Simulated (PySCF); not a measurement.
BrCl$_{2}$FSi, singlet, geometry from GFN2-xTB; DF-R2SCAN/6-31G* (PySCF).

Here is a job for PySCF.
```python
from pyscf import gto, scf, dft

mol = gto.Mole()
mol.atom = '''
    F     0.45690464    0.39807113    1.80993668
    Si    0.30898621    0.38725255    0.21641290
    Cl   -0.55730467    2.09701625   -0.32528909
    Cl    2.11932772    0.09259293   -0.56013858
    Br   -0.99978116   -1.32078663   -0.12191258
'''
mol.basis = '6-31g*'
mol.verbose = 4
mol.max_memory = 1800
mol.build()

mf = dft.RKS(mol)
mf.xc = 'r2scan'
mf = mf.density_fit(auxbasis='def2-universal-jkfit')
mf.kernel()
```

Task: What does PySCF print? Leave out banner, timings and long lists.

Result: 
```
PySCF version 2.14.0

[INPUT] verbose = 4
[INPUT] num. atoms = 5
[INPUT] num. electrons = 92
[INPUT] charge = 0
[INPUT] spin (= nelec alpha-beta = 2S) = 0
[INPUT] symmetry False subgroup None
[INPUT] Mole.unit = angstrom
[INPUT] Symbol           X                Y                Z      unit          X                Y                Z       unit  Magmom
[INPUT]  1 F      0.456904640000   0.398071130000   1.809936680000 AA    0.863424634643   0.752245413796   3.420284628005 Bohr   0.0
[INPUT]  2 Si     0.308986210000   0.387252550000   0.216412900000 AA    0.583899313167   0.731801260539   0.408961110823 Bohr   0.0
[INPUT]  3 Cl    -0.557304670000   2.097016250000  -0.325289090000 AA   -1.053153194241   3.962786391262  -0.614707291409 Bohr   0.0
[INPUT]  4 Cl     2.119327720000   0.092592930000  -0.560138580000 AA    4.004948958999   0.174975278771  -1.058508508003 Bohr   0.0
[INPUT]  5 Br    -0.999781160000  -1.320786630000  -0.121912580000 AA   -1.889312576900  -2.495924999687  -0.230381387339 Bohr   0.0

nuclear repulsion = 626.981789370725
number of shells = 42
number of NR pGTOs = 275
number of NR cGTOs = 100
basis = 6-31g*
ecp = {}

******** <class 'pyscf.df.df_jk.DFRKS'> ********
method = DFRKS
initial guess = minao
damping factor = 0
level_shift factor = 0
DIIS = <class 'pyscf.scf.diis.CDIIS'>
diis_start_cycle = 1
diis_space = 8
diis_damp = 0
SCF conv_tol = 1e-09
SCF conv_tol_grad = None
SCF max_cycles = 50
direct_scf = False
XC library pyscf.dft.libxc version 7.1.2
    S. Lehtola, C. Steigemann, M. J. T. Oliveira, and M. A. L. Marques,  SoftwareX 7, 1–5 (2018)
XC functionals = r2scan
    J. W. Furness, A. D. Kaplan, J. Ning, J. P. Perdew, and J. Sun,  J. Phys. Chem. Lett. 11, 8208–8215 (2020)
    J. W. Furness, A. D. Kaplan, J. Ning, J. P. Perdew, and J. Sun,  J. Phys. Chem. Lett. 11, 9248–9248 (2020)
    J. W. Furness, A. D. Kaplan, J. Ning, J. P. Perdew, and J. Sun,  J. Phys. Chem. Lett. 11, 8208–8215 (2020)
    J. W. Furness, A. D. Kaplan, J. Ning, J. P. Perdew, and J. Sun,  J. Phys. Chem. Lett. 11, 9248–9248 (2020)
radial grids:
    Treutler-Ahlrichs [JCP 102, 346 (1995); DOI:10.1063/1.469408] (M4) radial grids

becke partition: Becke, JCP 88, 2547 (1988); DOI:10.1063/1.454033
pruning grids: <function nwchem_prune>
grids dens level: 3
symmetrized grids: False
atomic radii adjust function: <function treutler_atomic_radii_adjust>
small_rho_cutoff = 0
Set gradient conv threshold to 3.16228e-05
Initial guess from minao.
tot grids = 91632
init E= -3883.15541372133
  HOMO = -0.327968351199669  LUMO = -0.0534513556955849  gap/eV = 7.46999
cycle= 1 E= -3883.50946021486  delta_E= -0.354  |g|= 0.627  |ddm|= 2.57
  HOMO = -0.274757298239133  LUMO = -0.0770229444732209  gap/eV = 5.38063
cycle= 2 E= -3883.34258837957  delta_E= 0.167  |g|= 1.15  |ddm|=  1.6
  HOMO = -0.29082044294035  LUMO = -0.0482860356574273  gap/eV = 6.59970
cycle= 3 E= -3883.58540556905  delta_E= -0.243  |g|= 0.0954  |ddm|= 1.05
  HOMO = -0.300083011670744  LUMO = -0.0524907022902559  gap/eV = 6.73733
cycle= 4 E= -3883.58721098106  delta_E= -0.00181  |g|= 0.0414  |ddm|= 0.161
  HOMO = -0.300674254725397  LUMO = -0.0545550144033937  gap/eV = 6.69725
cycle= 5 E= -3883.58763329252  delta_E= -0.000422  |g|= 0.00963  |ddm|= 0.057
  HOMO = -0.299912351533877  LUMO = -0.0532125023605019  gap/eV = 6.71304
cycle= 6 E= -3883.58765790542  delta_E= -2.46e-05  |g|= 0.00217  |ddm|= 0.014
  HOMO = -0.299783025838387  LUMO = -0.0533598357783589  gap/eV = 6.70552
cycle= 7 E= -3883.58765917473  delta_E= -1.27e-06  |g|= 0.000489  |ddm|= 0.00366
  HOMO = -0.299864887783394  LUMO = -0.05337544045575  gap/eV = 6.70732
cycle= 8 E= -3883.58765924467  delta_E= -6.99e-08  |g|= 0.000187  |ddm|= 0.00104
  HOMO = -0.299842466810227  LUMO = -0.053368136913944  gap/eV = 6.70691
cycle= 9 E= -3883.58765925133  delta_E= -6.66e-09  |g|= 1.27e-05  |ddm|= 0.000244
  HOMO = -0.299843423332881  LUMO = -0.0533684066886684  gap/eV = 6.70693
cycle= 10 E= -3883.58765925136  delta_E= -2.91e-11  |g|= 3.88e-06  |ddm|= 1.6e-05
  HOMO = -0.299843011479401  LUMO = -0.053368432948516  gap/eV = 6.70691
Extra cycle  E= -3883.58765925134  delta_E= 1.27e-11  |g|= 4.67e-06  |ddm|= 8.94e-06
converged SCF energy = -3883.58765925134
```
